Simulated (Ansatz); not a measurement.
Stepwise reaction of `O[SiH](O)[SiH3]` with hydrogen, as a gas-phase model of exchange steps in deposition or etching. ΔE in kJ/mol; ΔG adds harmonic PBE0-D4 terms to CCSD(T)/CBS, at 1 bar.

Isolated molecules relaxed with PBE0-D4/def2-TZVP in Ansatz; ΔE leaves out vibrations. CCSD(T)/CBS is the MP2 limit (def2-TZVPP, def2-QZVPP) plus CCSD(T) − MP2 in def2-TZVPP, frozen cores. This one scheme is used for every species. DFT in def2-TZVPP. B3LYP here is the variant with VWN-RPA as its local correlation; programs differ in this. Each species was taken in one conformer, which may not be the lowest.

```tsv
step	reaction	PBE-D4	B3LYP-D4	ωB97M-V	CCSD(T)/CBS	ΔG(500 K)
1	`O[SiH](O)[SiH3]` + H₂ → `O[SiH2][SiH3]` + H₂O	85.3	91.3	91.9	88.5	83.4
2	`O[SiH2][SiH3]` + H₂ → `[SiH3][SiH3]` + H₂O	50.5	56.7	55.7	53.4	58.9
```

(1) By hand: ΔE of the 2 steps together at CCSD(T)/CBS.

Answers

(1) (88.5) + (53.4) = 141.9 kJ/mol, or 71.0 kJ/mol a step.

In ΔE each step is lower than the one before. All are uphill at CCSD(T)/CBS. ΔG lies between 58.9 and 83.4 kJ/mol a step. PBE-D4 differs from CCSD(T)/CBS by -3.2 to -2.9 kJ/mol a step. Isolated molecules leave out the surface, adducts and barriers. Largest T1 diagnostic: 0.013.
